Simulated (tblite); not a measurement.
Compound: C4H11NSi2.
Atom-mapped SMILES: `[SiH3:1][N:2]([SiH3:3])[C@:4]12[CH2:5][C@H:6]1[CH2:7]2` (hydrogens: H8, H9, H10 on Si1; H11, H12, H13 on Si3; H14, H15 on C5; H16 on C6; H17, H18 on C7)

The geometry is computed with GFN2-xTB (gas phase).

Task: Give the optimised bond lengths and angles.

Result: 
```json
{"bond": "Si1–N2, N2–Si3", "length (bohr)": "3.291", "order": "single"}
{"bond": "N2–C4", "length (bohr)": "2.647", "order": "single"}
{"bond": "C4–C5, C4–C7", "length (bohr)": "2.828", "order": "single"}
{"bond": "C5–C6, C6–C7", "length (bohr)": "2.837", "order": "single"}
{"bond": "C4–C6", "length (bohr)": "2.803", "order": "single"}
{"bond": "Si1–H8, Si3–H11", "length (bohr)": "2.774", "order": "single"}
{"bond": "Si1–H9 and 3 like bonds", "length (bohr)": "2.761", "order": "single"}
{"bond": "C5–H14, C7–H17", "length (bohr)": "2.053", "order": "single"}
{"bond": "C5–H15, C7–H18", "length (bohr)": "2.047", "order": "single"}
{"bond": "C6–H16", "length (bohr)": "2.018", "order": "single"}
```

Bonds in one row agree within 0.02 bohr and their mean is given. Orders are formal, as drawn. A selection of angles:
```json
{"angle": "N2–Si1–H8", "degrees": "110.8"}
{"angle": "N2–Si1–H9", "degrees": "107.6"}
{"angle": "N2–Si1–H10", "degrees": "105.9"}
{"angle": "H8–Si1–H9", "degrees": "109.6"}
{"angle": "H8–Si1–H10", "degrees": "110.9"}
{"angle": "Si1–N2–Si3", "degrees": "128.1"}
{"angle": "Si1–N2–C4", "degrees": "117.5"}
{"angle": "Si3–N2–C4", "degrees": "114.0"}
{"angle": "N2–Si3–H11", "degrees": "108.6"}
{"angle": "N2–C4–C5", "degrees": "131.1"}
{"angle": "N2–C4–C6", "degrees": "137.0"}
{"angle": "C5–C4–C6", "degrees": "60.5"}
{"angle": "C5–C4–C7", "degrees": "96.5"}
{"angle": "C6–C4–C7", "degrees": "60.6"}
{"angle": "C4–C5–C6", "degrees": "59.3"}
{"angle": "C4–C5–H14", "degrees": "119.6"}
{"angle": "C4–C5–H15", "degrees": "117.2"}
{"angle": "C6–C5–H14", "degrees": "119.2"}
{"angle": "C6–C5–H15", "degrees": "117.6"}
{"angle": "H14–C5–H15", "degrees": "113.7"}
{"angle": "C5–C6–C7", "degrees": "96.1"}
{"angle": "C5–C6–H16", "degrees": "131.9"}
{"angle": "C4–C6–C5", "degrees": "60.2"}
{"angle": "C4–C6–H16", "degrees": "136.8"}
```

Dihedral angles: Si1–N2–C4–C5 128° (anticlinal); N2–C4–C5–C6 -128° (anticlinal); C4–C5–C6–C7 -50° (synclinal); C5–C6–C7–C4 50° (synclinal); N2–C4–C6–C5 120° (anticlinal); N2–C4–C7–C6 128° (anticlinal).

N2 (nitrogen bridging silicon atoms) is planar (angles 128.1°, 117.5° and 114.0°, sum 359.6°, 0.06 Å off the plane of its three neighbours). Of the pairs four or more bonds apart, Si1···H18 is among the closest relative to their van der Waals radii: 3.20 Å, 97 % of the sum of Bondi's values. Si1 (SiH3 silicon) is distorted tetrahedral (angles from 105.9° to 112.0°). The 3-membered ring C4–C6–C7 has internal angles of 59.2° to 60.6°. The 3-membered ring C4–C5–C6 has internal angles of 59.3° to 60.5°.

Point group: C1 (no symmetry element, even within 0.4 Å). GFN2-xTB frequencies show an imaginary mode (25i cm⁻¹), so the point is no minimum at that level.
